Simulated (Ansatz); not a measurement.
BH₈Si₃ (`[SiH2]B([SiH3])[SiH3]`) radical, 12 atoms. The species carries charge 0 and has multiplicity 2. Hardware: A = 2 threads of an AMD EPYC 7R13 on a shared host and a share of an NVIDIA H100 80 GB; B = 2 threads of a server CPU on a shared host. Correlated methods freeze the cores. Open-shell runs search over several starts.

How many basis functions does each run have, and how long does it take in Ansatz? UKS HSE06 (plane-wave form)-D4/def2-TZVPP energy [B]; UHF-CCSD(T)/def2-TZVPP energy [A]; UHF-CCSD(T)/cc-pV(D+d)Z energy [B]; UKS BHLYP-D4/def2-TZVPP energy [B]; direct RPA on PBE orbitals/def2-TZVPP energy [B]; UHF-MP2/def2-QZVPP energy [A]; UKS PBE0-D4/def2-QZVPP energy [A]; UHF-CCSD(T)/def2-SVP energy [B]; UKS PBE0-D4/def2-TZVP relaxation (15 steps) [B]; UKS PBE0-D4/def2-TZVP frequencies [B]; UKS BLYP-D4/def2-TZVPP energy [B]; UHF-MP2/cc-pV(Q+d)Z energy [A]. (Best estimate.)

Ansatz gave: Other jobs shared the machine, so times are rough.

```json
{"level": "UKS PBE0-D4/def2-QZVPP", "job": "energy [A]", "functions": "507", "wall time": "6 s", "peak host memory (GiB)": "1.1"}
{"level": "UHF-MP2/cc-pV(Q+d)Z", "job": "energy [A]", "functions": "487", "wall time": "7.5 s", "peak host memory (GiB)": "1.1"}
{"level": "UHF-MP2/def2-QZVPP", "job": "energy [A]", "functions": "507", "wall time": "8.5 s", "peak host memory (GiB)": "1.1"}
{"level": "UHF-CCSD(T)/def2-TZVPP", "job": "energy [A]", "functions": "269", "wall time": "10 s", "peak host memory (GiB)": "0.84"}
{"level": "UKS BLYP-D4/def2-TZVPP", "job": "energy [B]", "functions": "269", "wall time": "11 s", "peak host memory (GiB)": "0.48"}
{"level": "UKS BHLYP-D4/def2-TZVPP", "job": "energy [B]", "functions": "269", "wall time": "17 s", "peak host memory (GiB)": "1"}
{"level": "UKS HSE06 (plane-wave form)-D4/def2-TZVPP", "job": "energy [B]", "functions": "269", "wall time": "17 s", "peak host memory (GiB)": "1.1"}
{"level": "direct RPA on PBE orbitals/def2-TZVPP", "job": "energy [B]", "functions": "269", "wall time": "22 s", "peak host memory (GiB)": "0.9"}
{"level": "UHF-CCSD(T)/def2-SVP", "job": "energy [B]", "functions": "108", "wall time": "24 s", "peak host memory (GiB)": "0.85"}
{"level": "UHF-CCSD(T)/cc-pV(D+d)Z", "job": "energy [B]", "functions": "123", "wall time": "35 s", "peak host memory (GiB)": "1.3"}
{"level": "UKS PBE0-D4/def2-TZVP", "job": "relaxation (15 steps) [B]", "functions": "190", "wall time": "2.4 min", "peak host memory (GiB)": "0.67"}
{"level": "UKS PBE0-D4/def2-TZVP", "job": "frequencies [B]", "functions": "190", "wall time": "9 min", "peak host memory (GiB)": "0.66"}
```
